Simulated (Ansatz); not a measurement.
Stepwise reaction of `C[O][W]([OH])([Cl])([Cl])([Cl])[O]C` with water, as a gas-phase model of exchange steps in deposition or etching. ΔE in kJ/mol.

Calculated with Ansatz (gas phase, PBE0-D4/def2-TZVP geometries, no zero-point term in ΔE). CBS: MP2 limit from def2 TZ/QZ plus the TZ coupled-cluster correction, frozen cores. This one scheme is used for every species. Functionals use def2-TZVPP. B3LYP here is the variant with VWN-RPA as its local correlation; programs differ in this. Elements past krypton have def2 core potentials. For W outer-core shells are correlated without core-valence functions, which leaves a few kJ/mol of doubt a bond. Each species was taken in one conformer, which may not be the lowest.

```json
{"step": "2", "reaction": "`C[O][W]([OH])([OH])([Cl])([Cl])[O]C` + H₂O → `C[O][W]([OH])([OH])([OH])([Cl])[O]C` + HCl", "PBE-D4": "30.4", "B3LYP-D4": "26.5", "ωB97M-V": "25.1", "CCSD(T)/CBS": "34.4"}
```

(1) Give the row of step 1, `C[O][W]([OH])([Cl])([Cl])([Cl])[O]C` + H₂O → `C[O][W]([OH])([OH])([Cl])([Cl])[O]C` + HCl. (An estimate is asked.)

(2) By hand: ΔE of the 2 steps together at CCSD(T)/CBS.

Results:

(1) Computed: 
| step | reaction | PBE-D4 | B3LYP-D4 | ωB97M-V | CCSD(T)/CBS |
| --- | --- | --- | --- | --- | --- |
| 1 | `C[O][W]([OH])([Cl])([Cl])([Cl])[O]C` + H₂O → `C[O][W]([OH])([OH])([Cl])([Cl])[O]C` + HCl | 12.0 | 8.0 | -0.9 | 7.7 |

(2) (7.7) + (34.4) = 42.1 kJ/mol, or 21.1 kJ/mol a step.

In ΔE each step is higher than the one before. All are uphill at CCSD(T)/CBS. PBE-D4 differs from CCSD(T)/CBS by -4.0 to 4.3 kJ/mol a step. Only this route is followed, and other bonds may react first. Isolated molecules leave out the surface, adducts and barriers. Largest T1 diagnostic: 0.021.
